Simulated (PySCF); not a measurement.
Cl4Cu2, SMILES [Cl][Cu]1<-[Cl][Cu]([Cl])<-[Cl]1 (connectivity only; charge and spin as stated), neutral, multiplicity 3.

Coordinates come from a B3LYP-D3(BJ)/def2-SVP optimisation. The multiplicity is an assumed one; other spin states were not compared. One conformer was computed; it need not be the lowest.

Computed with B3LYP-D3(BJ)/def2-SVP (PySCF).

Frequencies are harmonic and unscaled.

A small imaginary wavenumber (i) marks a very flat motion, where grid noise or a shallow saddle decides the sign.

Computed harmonic wavenumbers and intensities:
| mode | ν (cm⁻¹) | IR (km/mol) | moving atoms (share of kinetic energy) |
|---|---|---|---|
| 1 | 14i | 3.0 | Cl 83 %, Cu 17 % |
| 2 | 18 | 0.5 | Cl 99 % |
| 3 | 21 | 0.0 | Cl 57 %, Cu 43 % |
| 4 | 92 | 0.0 | Cu 75 %, Cl 25 % |
| 5 | 109 | 0.0 | Cu 51 %, Cl 49 % |
| 6 | 121 | 13.5 | Cu 51 %, Cl 49 % |
| 7 | 255 | 0.0 | Cl 65 %, Cu 35 % |
| 8 | 268 | 22.2 | Cl 93 % |
| 9 | 292 | 0.0 | Cl 99 % |
| 10 | 293 | 21.1 | Cl 64 %, Cu 36 % |
| 11 | 415 | 83.7 | Cl 54 %, Cu 46 % |
| 12 | 425 | 0.0 | Cl 53 %, Cu 47 % |
